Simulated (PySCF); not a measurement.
## A search over the determinants of Be2

Unrestricted PBE0; PySCF, no relativity, basis sets Be 6-311G(d,p). Outer shells of the fragments: Be 2s2; Be 2s2.

Followed along the bond (rough minima from three points):

```
2Ms+1  unpaired  ⟨S²⟩ at the start  R at minimum (Å)  Te (eV)
    1      none               0.00              2.51     0.00
    3      σ ↑↑               2.00              2.14     0.46
    3  σ ↑, π ↑               2.05              2.01     0.52
    1  σ ↑, π ↓               1.04              2.00     0.88
    3      π ↑↑               2.00  none in the scan   ≤ 1.87
```

Solutions found at the starting distance of 1.920 Å, counted from the lowest of them; the search is not exhaustive and high or unbound solutions are not listed, so other states can lie among these:

```json
{"2Ms+1": "3", "unpaired": "σ ↑, π ↑", "term": "³Π", "E (eV)": "0.00", "⟨S²⟩": "2.05", "⟨Lz²⟩": "1.00"}
{"2Ms+1": "1", "unpaired": "none", "term": "¹Σ⁺", "E (eV)": "0.08", "⟨S²⟩": "0.00", "⟨Lz²⟩": "0.00"}
{"2Ms+1": "3", "unpaired": "σ ↑↑", "term": "³Σ⁺", "E (eV)": "0.11", "⟨S²⟩": "2.00", "⟨Lz²⟩": "0.00"}
{"2Ms+1": "1", "unpaired": "σ ↑, π ↓", "term": "mixed", "E (eV)": "0.35", "⟨S²⟩": "1.04", "⟨Lz²⟩": "1.01"}
{"2Ms+1": "3", "unpaired": "π ↑↑", "term": "³Σ⁻", "E (eV)": "1.41", "⟨S²⟩": "2.00", "⟨Lz²⟩": "0.00"}
{"2Ms+1": "1", "unpaired": "π ↑↓", "term": "mixed", "E (eV)": "1.55", "⟨S²⟩": "1.01", "⟨Lz²⟩": "2.02"}
```

A term symbol is given only where ⟨S²⟩ and ⟨Lz²⟩ are close to those of a pure state; real π, δ and φ orbitals otherwise mix terms, and g/u labels are left off.

Task: Compare the gap between the two lowest followed solutions at the starting distance with the gap between their minima.

Result: At PBE0 the second solution (triplet, unpaired electrons σ ↑↑) lies +0.03 eV from the first (singlet, closed shell) at 1.920 Å and +0.46 eV at the minima; the two curves relax by different amounts, since their minima lie near 2.14 and 2.51 Å.
